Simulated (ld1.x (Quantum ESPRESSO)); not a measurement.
## PBE TM dataset for platinum, scalar-relativistic all-electron reference.

The input file (ld1.x (Quantum ESPRESSO) 7.5):

```
&input
   title='Pt', zed=78., rel=1, dft='PBE', iswitch=3,
   config='[Xe] 4f14 5d7 6s0 6p0',
   nld=3, rlderiv=2.50, eminld=-5.0, emaxld=5.0, deld=0.02
 /
 &inputp
   pseudotype=2, tm=.true., lloc=0,
   nlcc=.true., new_core_ps=.true., rcore=1.95,
   file_pseudopw='Pt.UPF', file_wfcaegen='ae.wfc', file_wfcncgen='nc.wfc', file_beta='beta', file_chi='chi'
 /
3
6P  2  1   0.00   0.00  2.30  2.30  0.0
5D  3  2   7.00   0.00  1.85  1.85  0.0
6S  1  0   0.00   0.00  1.85  1.85  0.0
 &test
   configts(1)='5d7 6s0 6p0'
 /
```

Command:

```bash
ld1.x < Pt.in > Pt.out
```

The program printed (shortened: banner, matrices, multipoles, cross overlaps and the repeated all-electron block are left out):

```
Program LD1 v.7.5
     --------------------------- All-electron run ----------------------------

     Pt
     scalar relativistic calculation

     atomic number is 78.00
     dft =PBE   lsd =0 sic =0 latt =0  beta=0.20 tr2=1.0E-14
     Exchange-correlation= PBE
                           (   1   4   3   4   0   0   0)
     mesh =1277 r(mesh) =  98.81913 a.u. xmin = -7.00 dx = 0.01250
     1 Ry =  13.60569312 eV, c = 137.03599908

     n l     nl                  e(Ry)          e(Ha)          e(eV)
     1 0     1S 1( 2.00)     -5767.8010     -2883.9005    -78474.9301
     2 0     2S 1( 2.00)     -1015.3939      -507.6969    -13815.1372
     2 1     2P 1( 6.00)      -880.2008      -440.1004    -11975.7422
     3 0     3S 1( 2.00)      -240.5101      -120.2550     -3272.3064
     3 1     3P 1( 6.00)      -201.1478      -100.5739     -2736.7556
     4 0     4S 1( 2.00)       -53.7343       -26.8672      -731.0924
     4 1     4P 1( 6.00)       -40.8284       -20.4142      -555.4988
     3 2     3D 1(10.00)      -158.5065       -79.2532     -2156.5906
     5 0     5S 1( 2.00)       -10.0720        -5.0360      -137.0365
     5 1     5P 1( 6.00)        -6.6772        -3.3386       -90.8477
     4 2     4D 1(10.00)       -25.1655       -12.5827      -342.3936
     4 3     4F 1(14.00)        -7.7620        -3.8810      -105.6075
     5 2     5D 1( 7.00)        -2.8492        -1.4246       -38.7647
     6 0     6S 1( 0.00)        -2.3784        -1.1892       -32.3603
     6 1     6P 1( 0.00)        -1.7011        -0.8505       -23.1445

     final scf error:  2.6E-15 reached in  33 iterations

     Etot =  -36822.529665 Ry,  -18411.264833 Ha, -500996.038641 eV

     Ekin =   41079.024980 Ry,   20539.512490 Ha,  558908.607670 eV
     Encl =  -91322.448432 Ry,  -45661.224216 Ha,-1242505.208600 eV
     Eh   =   14127.016840 Ry,    7063.508420 Ha,  192207.855869 eV
     Exc  =    -706.123054 Ry,    -353.061527 Ha,   -9607.293579 eV

     normalization and overlap integrals

     s(1S/1S) =  1.000000  <r> =   0.0171  <r2> =    0.0004  r(max) =   0.0106
     s(2S/2S) =  1.000000  <r> =   0.0723  <r2> =    0.0062  r(max) =   0.0612
     s(2P/2P) =  1.000000  <r> =   0.0652  <r2> =    0.0052  r(max) =   0.0507
     s(3S/3S) =  1.000000  <r> =   0.1871  <r2> =    0.0400  r(max) =   0.1726
     s(3P/3P) =  1.000000  <r> =   0.1882  <r2> =    0.0411  r(max) =   0.1726
     s(4S/4S) =  1.000000  <r> =   0.4150  <r2> =    0.1944  r(max) =   0.3890
     s(4P/4P) =  1.000000  <r> =   0.4419  <r2> =    0.2219  r(max) =   0.4089
     s(3D/3D) =  1.000000  <r> =   0.1704  <r2> =    0.0340  r(max) =   0.1396
     s(5S/5S) =  1.000000  <r> =   0.9490  <r2> =    1.0099  r(max) =   0.8657
     s(5P/5P) =  1.000000  <r> =   1.0925  <r2> =    1.3471  r(max) =   0.9810
     s(4D/4D) =  1.000000  <r> =   0.4682  <r2> =    0.2534  r(max) =   0.4193
     s(4F/4F) =  1.000000  <r> =   0.5156  <r2> =    0.3237  r(max) =   0.3842
     s(5D/5D) =  1.000000  <r> =   1.4869  <r2> =    2.5578  r(max) =   1.2285
     s(6S/6S) =  1.000000  <r> =   2.3362  <r2> =    6.0918  r(max) =   2.1028
     s(6P/6P) =  1.000000  <r> =   2.8509  <r2> =    9.0713  r(max) =   2.5684

     ------------------------ End of All-electron run ------------------------

     --------------------- Generating NC pseudopotential ---------------------

      Generating local pot.: lloc=0, matching radius rcloc =   1.8500

      Computing core charge for nlcc:

       r > 1.95 : true rho core
      Core charge pseudized with two Bessel functions
      Integrated core pseudo-charge :   6.22

      Wfc   6P  rcut= 2.324  Using Troullier-Martins method

      Wfc   5D  rcut= 1.856  Using Troullier-Martins method

     ------------------- End of pseudopotential generation -------------------

     Computing logarithmic derivative in   2.48945
     Computing logarithmic derivative in   2.48945
     Computing the partial wave expansion
       no projector for channel:   0
     R is outside the sphere for l=    1 j= 0.00
     R is outside the sphere for l=    2 j= 0.00

     ---------------------- Testing the pseudopotential ----------------------

     Pt
     scalar relativistic calculation

     atomic number is 78.00   valence charge is 10.00
     dft =PBE   lsd =0 sic =0 latt =0  beta=0.20 tr2=1.0E-14
     mesh =1277 r(mesh) =  98.81913 xmin = -7.00 dx = 0.01250

     n l     nl             e AE (Ry)        e PS (Ry)    De AE-PS (Ry)
     3 2     5D   1( 7.00)       -2.84915       -2.84916        0.00001
     1 0     6S   1( 0.00)       -2.37844       -2.37844        0.00000
     2 1     6P   1( 0.00)       -1.70109       -1.70109       -0.00000

     eps = 2.5E-16  iter =  4

     Etot =  -36822.529665 Ry,  -18411.264833 Ha, -500996.038641 eV
     Etotps =   -56.171989 Ry,     -28.085994 Ha,    -764.258841 eV

     Ekin =      37.388021 Ry,      18.694011 Ha,     508.689943 eV
     Encl =     -61.802313 Ry,     -30.901156 Ha,    -840.863299 eV
     Ehrt =      29.660612 Ry,      14.830306 Ha,     403.553184 eV
     Ecxc =     -16.927767 Ry,      -8.463883 Ha,    -230.314002 eV
     (Ecc =      -7.614924 Ry,      -3.807462 Ha,    -103.606317 eV)
     Epseu=     -44.490542 Ry,     -22.245271 Ha,    -605.324666 eV

     ---------------------- End of pseudopotential test ----------------------
```

Generation and configuration tests took about 3 s on one core of a shared server CPU.

Transferability test of the new file with ld1.x, input:

```
&input
   title='Pt', zed=78., rel=1, dft='PBE', iswitch=2,
   config='[Xe] 4f14 5d7 6s0 6p0'
 /
 &test
   file_pseudo='Pt.UPF', nconf=8,
   configts(1)='5d7 6s0 6p0',
   configts(2)='5d9 6s1 6p0',
   configts(3)='5d9 6s0 6p0',
   configts(4)='5d8 6s0 6p0',
   configts(5)='5d9.5 6s0.5 6p0',
   configts(6)='5d8 6s1 6p0',
   configts(7)='5d6 6s0 6p0',
   configts(8)='5d10 6s0 6p0'
 /
```

```bash
ld1.x < Pt.test.in > Pt.test.out
```

Pseudopotential blocks of its output, shortened (energy terms left out):

```
     ---------------------- Testing the pseudopotential ----------------------

     n l     nl             e AE (Ry)        e PS (Ry)    De AE-PS (Ry)
     3 2     5D   1( 7.00)       -2.84915       -2.84916        0.00001
     1 0     6S   1( 0.00)       -2.37844       -2.37844        0.00000
     2 1     6P   1( 0.00)       -1.70109       -1.70109       -0.00000

     eps = 3.2E-16  iter =  4

     Etot =  -36822.529665 Ry,  -18411.264833 Ha, -500996.038641 eV
     Etotps =   -56.171989 Ry,     -28.085995 Ha,    -764.258845 eV

     ---------------------- End of pseudopotential test ----------------------

          ---------------------- Testing the pseudopotential ----------------------

     n l     nl             e AE (Ry)        e PS (Ry)    De AE-PS (Ry)
     3 2     5D   1( 9.00)       -0.45135       -0.43861       -0.01275  !
     1 0     6S   1( 1.00)       -0.41593       -0.42237        0.00645  !
     2 1     6P   1( 0.00)       -0.06177       -0.06705        0.00528  !

     eps = 1.3E-15  iter = 10

     Etot =  -36827.040744 Ry,  -18413.520372 Ha, -501057.414987 eV
     Etotps =   -60.664094 Ry,     -30.332047 Ha,    -825.377046 eV
     dEtot_ae =      -4.511078 Ry
     dEtot_ps =      -4.492105 Ry,   Delta E=      -0.018973 Ry

     ---------------------- End of pseudopotential test ----------------------

          ---------------------- Testing the pseudopotential ----------------------

     n l     nl             e AE (Ry)        e PS (Ry)    De AE-PS (Ry)
     3 2     5D   1( 9.00)       -1.05131       -1.03283       -0.01848  !
     1 0     6S   1( 0.00)       -0.94666       -0.95280        0.00614  !
     2 1     6P   1( 0.00)       -0.48931       -0.49800        0.00869  !

     eps = 5.5E-16  iter = 10

     Etot =  -36826.365005 Ry,  -18413.182502 Ha, -501048.221089 eV
     Etotps =   -59.981654 Ry,     -29.990827 Ha,    -816.091975 eV
     dEtot_ae =      -3.835339 Ry
     dEtot_ps =      -3.809665 Ry,   Delta E=      -0.025674 Ry

     ---------------------- End of pseudopotential test ----------------------

          ---------------------- Testing the pseudopotential ----------------------

     n l     nl             e AE (Ry)        e PS (Ry)    De AE-PS (Ry)
     3 2     5D   1( 8.00)       -1.90197       -1.88681       -0.01516  !
     1 0     6S   1( 0.00)       -1.62679       -1.62759        0.00080
     2 1     6P   1( 0.00)       -1.05468       -1.05910        0.00442

     eps = 8.6E-15  iter = 16

     Etot =  -36824.897554 Ry,  -18412.448777 Ha, -501028.255408 eV
     Etotps =   -58.531817 Ry,     -29.265908 Ha,    -796.365940 eV
     dEtot_ae =      -2.367889 Ry
     dEtot_ps =      -2.359828 Ry,   Delta E=      -0.008061 Ry

     ---------------------- End of pseudopotential test ----------------------

          ---------------------- Testing the pseudopotential ----------------------

     n l     nl             e AE (Ry)        e PS (Ry)    De AE-PS (Ry)
     3 2     5D   1( 9.50)       -0.38728       -0.37441       -0.01287  !
     1 0     6S   1( 0.50)       -0.38679       -0.39617        0.00937  !
     2 1     6P   1( 0.00)       -0.05090       -0.05746        0.00656  !

     eps = 2.3E-15  iter =  9

     Etot =  -36827.049767 Ry,  -18413.524884 Ha, -501057.537761 eV
     Etotps =   -60.662548 Ry,     -30.331274 Ha,    -825.356016 eV
     dEtot_ae =      -4.520102 Ry
     dEtot_ps =      -4.490559 Ry,   Delta E=      -0.029543 Ry

     ---------------------- End of pseudopotential test ----------------------

          ---------------------- Testing the pseudopotential ----------------------

     n l     nl             e AE (Ry)        e PS (Ry)    De AE-PS (Ry)
     3 2     5D   1( 8.00)       -1.21272       -1.20157       -0.01115  !
     1 0     6S   1( 1.00)       -1.02650       -1.02830        0.00180
     2 1     6P   1( 0.00)       -0.53658       -0.54096        0.00437

     eps = 5.1E-15  iter = 10

     Etot =  -36826.219990 Ry,  -18413.109995 Ha, -501046.248059 eV
     Etotps =   -59.856022 Ry,     -29.928011 Ha,    -814.382671 eV
     dEtot_ae =      -3.690324 Ry
     dEtot_ps =      -3.684033 Ry,   Delta E=      -0.006291 Ry

     ---------------------- End of pseudopotential test ----------------------

          ---------------------- Testing the pseudopotential ----------------------

     n l     nl             e AE (Ry)        e PS (Ry)    De AE-PS (Ry)
     3 2     5D   1( 6.00)       -3.87548       -3.90121        0.02573  !
     1 0     6S   1( 0.00)       -3.18993       -3.19705        0.00712  !
     2 1     6P   1( 0.00)       -2.41356       -2.41232       -0.00124

     eps = 3.6E-15  iter =  7

     Etot =  -36819.174261 Ry,  -18409.587130 Ha, -500950.386034 eV
     Etotps =   -52.803623 Ry,     -26.401811 Ha,    -718.429889 eV
     dEtot_ae =       3.355405 Ry
     dEtot_ps =       3.368366 Ry,   Delta E=      -0.012961 Ry

     ---------------------- End of pseudopotential test ----------------------

          ---------------------- Testing the pseudopotential ----------------------

     n l     nl             e AE (Ry)        e PS (Ry)    De AE-PS (Ry)
     3 2     5D   1(10.00)       -0.32789       -0.31658       -0.01131  !
     1 0     6S   1( 0.00)       -0.35939       -0.37231        0.01292  !
     2 1     6P   1( 0.00)       -0.04081       -0.04902        0.00821  !

     eps = 9.0E-15  iter =  9

     Etot =  -36827.042042 Ry,  -18413.521021 Ha, -501057.432653 eV
     Etotps =   -60.643012 Ry,     -30.321506 Ha,    -825.090208 eV
     dEtot_ae =      -4.512377 Ry
     dEtot_ps =      -4.471023 Ry,   Delta E=      -0.041354 Ry

     ---------------------- End of pseudopotential test ----------------------
```
